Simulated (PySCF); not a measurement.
Isomers of C3H10N2OSi, one GFN2-xTB conformer each. Single-point energies are computed at PBE0/pcSseg-1 (PySCF, gas phase, no added dispersion term), electronic only.

```csv
SMILES,GFN2-xTB relative energy (kcal/mol)
CN(C)[SiH2]C(N)=O,25.6
CCNC(=O)[SiH2]N,22.0
[H]/N=C\CCO[SiH2]N,10.0
C=N[Si@H](O)N(C)C,0.0
```

Conformers: `[CH3:1][N:2]([CH3:3])[SiH2:4][C:5]([NH2:6])=[O:7]` with C1–N2–Si4–C5 -162°, N2–Si4–C5–N6 38°, Si4–C5–N6–H 177° and 0°; `[CH3:1][CH2:2][NH:3][C:4](=[O:5])[SiH2:6][NH2:7]` with C1–C2–N3–C4 -118°, C2–N3–C4–O5 -2°, N3–C4–Si6–N7 -28°, C4–Si6–N7–H -57° and 169°; `[H]/[N:1]=[CH:2]\[CH2:3][CH2:4][O:5][SiH2:6][NH2:7]` with N1–C2–C3–C4 96°, C2–C3–C4–O5 -70°, C3–C4–O5–Si6 116°, C4–O5–Si6–N7 -50°, O5–Si6–N7–H 178° and -44°; `[CH2:1]=[N:2][Si@H:3]([OH:4])[N:5]([CH3:6])[CH3:7]` with C1–N2–Si3–O4 -121°, N2–Si3–O4–H -47°, N2–Si3–N5–C6 -50°.

**Question.** What does PBE0/pcSseg-1 give for the same structures?

**Answer.** 
```
            SMILES  PBE0/pcSseg-1 E (Eh)  PBE0/pcSseg-1 (kcal/mol)  GFN2-xTB (kcal/mol)  point group
 C=N[Si@H](O)N(C)C            -594.08455                       0.0                  0.0           C1
   CCNC(=O)[SiH2]N            -594.07997                       2.9                 22.0           C1
[H]/N=C\CCO[SiH2]N            -594.07048                       8.8                 10.0           C1
 CN(C)[SiH2]C(N)=O            -594.05910                      16.0                 25.6           C1
```

Both levels put the same isomer lowest; measured from each level's own lowest isomer, the values differ by up to 19.1 kcal/mol (CCNC(=O)[SiH2]N: 22.0 against 2.9). As drawn, the lowest has a C=N bond, an O–H bond and an Si–O bond, which the highest lacks; the highest has a C=O bond, an N–H bond and a C(=O)–N unit, which the lowest lacks.

**Question.** Which frontier levels, dipoles and rotational constants go with these structures?

**Answer.** 
```csv
SMILES,"HOMO (eV, PBE0/pcSseg-1)",LUMO (eV),dipole (D),"A, B, C (MHz)"
C=N[Si@H](O)N(C)C,-6.26,-0.81,1.48,"3027, 1758, 1201"
CCNC(=O)[SiH2]N,-6.69,-0.04,4.19,"3588, 1213, 971.7"
[H]/N=C\CCO[SiH2]N,-7.33,-0.25,1.34,"3082, 1653, 1225"
CN(C)[SiH2]C(N)=O,-6.60,-0.14,4.19,"3944, 1329, 1167"
```

**Question.** As an exercise, what shares would exp(−E/RT) give at 2000 K from these electronic energies alone (no entropy, no degeneracies)?

**Answer.** RT = 3.974 kcal/mol: C=N[Si@H](O)N(C)C 62.0 %, CCNC(=O)[SiH2]N 30.1 %, [H]/N=C\CCO[SiH2]N 6.7 %, CN(C)[SiH2]C(N)=O 1.1 %.
